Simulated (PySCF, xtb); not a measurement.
CH₉NSi₂, SMILES C[SiH2]N[SiH3].

GFN2-xTB run with xtb at its own geometry gives an orbital gap of 5.20 eV and a dipole moment of 0.22 D.

Geometry: PBE0-D3(BJ)/def2-SVP. The values are those of a single conformer.

Problem. What does PBE/def2-TZVP (PySCF) give? (Estimate from the structure and the level; the computed values follow.)

Solution. gap 5.39 eV (levels -6.00 and -0.62 eV), dipole 0.25 D.
